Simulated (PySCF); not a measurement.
**Stretching LaSi**

Set-up: La def2-TZVPP with ECP46, Si def2-TZVPP; scalar-relativistic core potentials (PySCF 2.14). Energies in eV from La (5d1 6s2) + Si in their ground configurations at the same level. State: quartet, about 0.0 electrons in the 4f shell (Mulliken).

```
R (Å)     PBE  CAM-B3LYP
2.243  -1.753     -1.203
2.347  -2.342     -1.781
2.451  -2.682     -2.107
2.530  -2.814     -2.225
2.608  -2.865     -2.258
2.686  -2.853     -2.225
2.791  -2.763     -2.105
2.921  -2.571     -1.863
3.077  -2.275     -1.508
3.286  -1.834     -1.002
```

Task: Put a parabola through the three lowest points of the PBE curve and estimate Re, k and ωe (reduced mass 23.29 u; 1 eV/Å² = 0.16022 mdyn/Å; ωe = 1302.8·√(k/μ) cm⁻¹).

Result: Through R = 2.53, 2.608, 2.686 Å the second-order coefficient is 5.18 eV/Å², so Re ≈ 2.632 Å, k ≈ 1.66 mdyn/Å and ωe ≈ 348 cm⁻¹. A polynomial fit of higher order to the unrounded PBE energies gives Re = 2.629 Å, k = 1.53 mdyn/Å, ωe = 334 cm⁻¹; anharmonicity and rounding make the difference.

The higher-order fit for each curve: PBE: Re = 2.629 Å, ωe = 334 cm⁻¹, De = 2.87 eV; CAM-B3LYP: Re = 2.605 Å, ωe = 354 cm⁻¹, De = 2.26 eV.

Spin–orbit coupling is left out, which matters for elements this heavy, above all for dissociation energies. With d or f electrons several states lie close, and the lowest PBE0 determinant need not be the measured ground state.
